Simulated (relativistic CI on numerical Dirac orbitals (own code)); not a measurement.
# Ta2+ (5d3) in a crystal field

Calculated by Dirac-Coulomb-Breit CI, orbitals from a KLI potential per configuration, a model potential for QED, valence Slater integrals scaled by 0.7, one configuration in a parametric crystal field (own radial code).

Field parameters in Wybourne normalisation: D4h B²₀ = −7Ds, B⁴₀ = 21(Dq − Dt), B⁴₄ = 21√(5/14) Dq. The field is a parameter set, without covalency.

S and J are read from ⟨S²⟩ = S(S + 1) and ⟨J²⟩ = J(J + 1) of each level; they are not fictitious spins.

D4h, 10Dq = 29250, Ds = -1500, Dt = 450 cm⁻¹, the lowest 16 levels:

```csv
E (cm⁻¹),Degeneracy,Irrep,S,J
0.0,2,Γ6,1.45,3.33
118,2,Γ7,1.48,3.32
4646,2,Γ6,0.59,3.65
6220,2,Γ7,0.52,3.93
9323,2,Γ7,0.52,3.96
9567,2,Γ6,0.52,3.77
10019,2,Γ6,0.51,3.87
15644,2,Γ7,0.54,3.51
19170,2,Γ7,0.53,3.83
20554,2,Γ6,0.54,3.70
24727,2,Γ6,1.48,2.93
25037,2,Γ6,1.48,3.21
25108,2,Γ7,1.48,3.25
25312,2,Γ7,1.49,3.50
28718,2,Γ7,1.47,2.52
28901,2,Γ6,1.09,3.40
```

Principal g values of the ground doublet: 0.05, 0.05, 5.25.

D4h, 10Dq = 29250, Ds = -1090, Dt = 450 cm⁻¹, the lowest 10 levels:

```
E (cm⁻¹)  Degeneracy  Irrep     S     J
     0.0           2     Γ6  1.47  3.33
    71.4           2     Γ7  1.49  3.32
    5628           2     Γ6  0.56  3.68
    7179           2     Γ7  0.51  3.93
    9298           2     Γ7  0.52  3.96
    9504           2     Γ6  0.52  3.78
    9967           2     Γ6  0.51  3.84
   15569           2     Γ7  0.54  3.50
   18181           2     Γ7  0.53  3.81
   19500           2     Γ6  0.53  3.68
```

Principal g values of the ground doublet: 0.04, 0.04, 5.35.

D4h, 10Dq = 29250, Ds = -680, Dt = 450 cm⁻¹, the lowest 10 levels:

| E (cm⁻¹) | Degeneracy | Irrep | S | J |
| --- | --- | --- | --- | --- |
| 0.0 | 2 | Γ6 | 1.48 | 3.33 |
| 40.7 | 2 | Γ7 | 1.49 | 3.32 |
| 6602 | 2 | Γ6 | 0.54 | 3.73 |
| 8066 | 2 | Γ7 | 0.51 | 3.91 |
| 9286 | 2 | Γ7 | 0.52 | 3.98 |
| 9458 | 2 | Γ6 | 0.52 | 3.78 |
| 9935 | 2 | Γ6 | 0.51 | 3.81 |
| 15504 | 2 | Γ7 | 0.54 | 3.49 |
| 17287 | 2 | Γ7 | 0.52 | 3.80 |
| 18484 | 2 | Γ6 | 0.53 | 3.66 |

Principal g values of the ground doublet: 0.03, 0.03, 5.40.

The free-ion ground term has S = 3/2. Every field shown keeps that spin.

Levels of this model without a field, named by their leading LS term (the scale mimics covalency, so terms lie below those of the real free ion): 4F_3/2 0, 4F_5/2 1877, 4F_7/2 3829, 4F_9/2 5599, 4P_3/2 8168, 4P_1/2 8826, 2G_7/2 10505, 2H_9/2 10895 cm⁻¹.
